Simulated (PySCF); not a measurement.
**Adding and removing an electron: InP**

PBE0; basis In def2-SVPD with ECP28, P def2-SVPD; scalar-relativistic core potentials; PySCF 2.14. Neutral (UKS): triplet (π ↑↑), Re = 2.666 Å, ωe = 258 cm⁻¹, De = 1.99 eV, HOMO -5.27 eV, LUMO -2.97 eV.

InP⁺ (UKS): quartet (σ ↑, π ↑↑), Re = 2.965 Å, ωe = 116 cm⁻¹, De = 0.46 eV to In⁺ + P. The energies at the minima are -531.20536 hartree for InP and -530.94278 for InP⁺.

Work out the adiabatic ionisation energy, without and with harmonic zero-point energies (1 hartree = 27.2114 eV, 1 eV = 8065.5 cm⁻¹), and the change of the bond length.

At PBE0: 0.26258 hartree = 7.145 eV between the minima; the zero-point term (116.0 − 258.0)/2 cm⁻¹ = -0.009 eV makes it 7.136 eV. Re changes by +29.9 pm against the neutral. The electron leaves a σ orbital, and the ion is left as a loose complex of an ion and an atom.

Weak bonds: InP⁺. Basis-set superposition, not corrected here, can be much of De in a small basis, most of all at correlated wavefunction levels. Spin–orbit coupling is left out, which matters for elements this heavy, above all for dissociation energies. For an ion De counts to the pair picked by the measured ionisation energies or electron affinities, which need not be the lowest pair at this level. States were picked by a PBE0 search and need not be the measured ground states.
